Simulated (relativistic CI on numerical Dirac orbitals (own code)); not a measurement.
# Slater and spin-orbit integrals, Ti²⁺

Method of calculation: Dirac-Coulomb-Breit CI, KLI orbitals optimised for each configuration, model QED, valence Slater integrals scaled by 0.85, P86 correlation energy added to each configuration (own radial code, finite nucleus).

Slater integrals F^k, G^k are unscaled and averaged over j, outside the closed core [Ne] 3s2; ζ comes from projecting the Hamiltonian with its Breit term on Σ l·s of the shell.

- 3p⁶3d²: F^2(3d,3d) = 66318, F^4(3d,3d) = 41238, ζ(3d) = 104.81 cm⁻¹; <r>(3d) = 1.408, <r^2>(3d) = 2.499 (bohr units).
- 3p⁶3d4s: ζ(3d) = 132.84, G^2(3d,4s) = 12208 cm⁻¹; <r>(3d) = 1.315, <r^2>(3d) = 2.172, <r>(4s) = 2.844, <r^2>(4s) = 9.133 (bohr units).
- 3p⁶3d4p: ζ(3d) = 137.03, F^2(3d,4p) = 19303, G^1(3d,4p) = 8204.2, G^3(3d,4p) = 7049.4, ζ(4p) = 338.3 cm⁻¹; <r>(3d) = 1.301, <r^2>(3d) = 2.118, <r>(4p) = 3.331, <r^2>(4p) = 12.54 (bohr units).

Question: Give the Racah parameters of the d shell in 3p⁶3d².

Answer: B = F²/49 − 5F⁴/441 = 886 cm⁻¹ and C = 35F⁴/441 = 3273 cm⁻¹; values fitted to spectra at such low charge are typically 15 to 30 % smaller.

In this model ζ of a weakly bound d, f or g electron outside closed shells comes out too small, for d by up to a factor of two or three and at times with the wrong sign; that of an outer p electron is too small as well.

Correlation outside the listed configurations is missing or only estimated: errors of thousands of cm⁻¹ between configurations and terms are usual at this charge. Rates and lifetimes follow the computed energies and can be off by large factors. The fine structure of a lone outer electron comes out too small, for d and f at times inverted, and misplaced configurations move strength between like terms. 61 of the 64 excited levels that our extract of the measured tables holds in this range could be paired (the sources list more); they are missed by 831 cm⁻¹ on average and 3026 at most, and levels without a partner can miss by more.

Averages of the first 10 configurations, taken without configuration mixing, which lowers the lowest level and can move excited configurations by several eV; other configurations of the list can lie among them:

```csv
Configuration,Parity,States,Average energy above the lowest level (eV)
3p⁶3d²,even,45,0.9
3p⁶3d4s,even,20,5.1
3p⁶3d4p,odd,60,9.9
3p⁶4s²,even,1,13.7
3p⁶3d5s,even,20,16.6
3p⁶3d4d,even,100,16.3
3p⁶3d5p,odd,60,18.3
3p⁶4s4p,odd,12,18.0
3p⁶3d4f,odd,140,19.9
3p⁶3d5d,even,100,20.9
```
